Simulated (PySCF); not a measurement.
Can point charges reproduce the dipole moment of `CCN[SiH2][C@H](C)C=O`?

Coordinates (GFN2-xTB, Å) and charges (e) from the PBE0/pcSseg-1 density (PySCF):

| atom | x | y | z | Mulliken | IAO | Hirshfeld | ESP-fitted |
| --- | --- | --- | --- | --- | --- | --- | --- |
| C1 | 2.962 | -0.658 | -0.583 | -0.2734 | -0.4232 | -0.1213 | -0.4483 |
| C2 | 2.242 | 0.337 | 0.321 | -0.0571 | -0.1311 | -0.0166 | +0.2638 |
| N3 | 0.820 | 0.342 | 0.053 | -0.6930 | -0.6820 | -0.2367 | -0.5396 |
| Si4 | -0.381 | 0.584 | 1.247 | +0.8046 | +0.9072 | +0.3753 | +0.3039 |
| C5 | -2.062 | 0.166 | 0.399 | -0.6177 | -0.4251 | -0.1130 | -0.0382 |
| C6 | -2.114 | -1.268 | -0.102 | -0.2218 | -0.4159 | -0.1163 | -0.3858 |
| C7 | -2.223 | 1.166 | -0.667 | +0.2597 | +0.2582 | +0.1181 | +0.4166 |
| O8 | -2.614 | 2.298 | -0.527 | -0.3641 | -0.4094 | -0.2409 | -0.4824 |
| H9 | 2.556 | -1.655 | -0.434 | +0.1156 | +0.1461 | +0.0394 | +0.1110 |
| H10 | 2.833 | -0.383 | -1.628 | +0.1055 | +0.1361 | +0.0401 | +0.1186 |
| H11 | 4.024 | -0.672 | -0.357 | +0.1115 | +0.1424 | +0.0439 | +0.1116 |
| H12 | 2.671 | 1.338 | 0.183 | +0.1165 | +0.1219 | +0.0334 | -0.0044 |
| H13 | 2.378 | 0.060 | 1.366 | +0.1151 | +0.1360 | +0.0433 | +0.0431 |
| H14 | 0.627 | 0.601 | -0.904 | +0.1961 | +0.2496 | +0.1099 | +0.2915 |
| H15 | -0.481 | 1.925 | 1.834 | -0.0854 | -0.1506 | -0.0847 | -0.0819 |
| H16 | -0.148 | -0.417 | 2.292 | -0.1092 | -0.1435 | -0.0828 | -0.0690 |
| H17 | -2.820 | 0.336 | 1.164 | +0.1673 | +0.1675 | +0.0499 | +0.0850 |
| H18 | -3.090 | -1.494 | -0.531 | +0.1271 | +0.1432 | +0.0412 | +0.1078 |
| H19 | -1.357 | -1.438 | -0.864 | +0.1133 | +0.1421 | +0.0379 | +0.0800 |
| H20 | -1.935 | -1.962 | 0.716 | +0.1276 | +0.1493 | +0.0464 | +0.1195 |
| H21 | -1.897 | 0.810 | -1.669 | +0.0617 | +0.0813 | +0.0332 | -0.0026 |

Q: What dipole does each set of charges give (1 e·Å = 4.803 D), and what does the density give?

A: The full density gives (1.99, -2.42, -0.20) D, 3.14 D in size; dipole vectors point from the negative to the positive end.

```csv
scheme,μx,μy,μz,size (D),share of the full size (%),angle to the full dipole (°)
Mulliken,3.51,-2.90,1.21,4.71,150,22
IAO,2.31,-2.59,1.08,3.63,116,21
Hirshfeld,1.66,-1.75,0.19,2.42,77,9
ESP-fitted,2.01,-2.44,-0.17,3.17,101,0
```

Q: Which set comes closest?

A: Length of the difference vector: ESP-fitted 0.04 D, Hirshfeld 0.85 D, IAO 1.33 D, Mulliken 2.13 D. Closest: ESP-fitted. ESP charges are fitted to the potential around the molecule, whose slowest-falling term is the dipole's. The schemes that divide the density aren't constrained to reproduce the dipole.

Q: What is left for the Hirshfeld atoms' own dipoles?

A: The Hirshfeld atoms' densities add up to the full density, so μ = Σ q r + Σ (atomic dipoles). The atomic dipoles sum to (1.99, -2.42, -0.20) − (1.66, -1.75, 0.19) = (0.33, -0.67, -0.39) D, 0.85 D in size.

Q: With the origin at the mean of the coordinates, (0.000, 0.001, 0.062) Å, which are the largest single terms, by size, of the Hirshfeld dipole along the direction of the full one?

A: O8 +3.92, C1 -1.41, Si4 -1.38, C7 -1.28, C5 +0.79 D; all 21 atoms together +2.39 D. The single terms depend on the origin, their sum doesn't.

Q: Give the size of the full dipole in other units.

A: 3.14 D = 1.236 au = 0.654 e·Å = 10.48 × 10⁻³⁰ C·m.

The structure is a single GFN2-xTB conformer in the gas phase; no vibrational or solvent corrections.

These values come from a run that also computed NMR shieldings. On one thread of an Arm Neoverse N1, shared host with 64 logical CPUs at a one-minute load of 58, this took 85 s wall (grids of density and orbitals included) and 0.94 GiB of memory at its peak.

The values belong to the conformer `[CH3:1][CH2:2][NH:3][SiH2:4][C@H:5]([CH3:6])[CH:7]=[O:8]`: C1–C2–N3–Si4 146°, C2–N3–Si4–C5 -170°, N3–Si4–C5–C6 60°, Si4–C5–C7–O8 -80°.
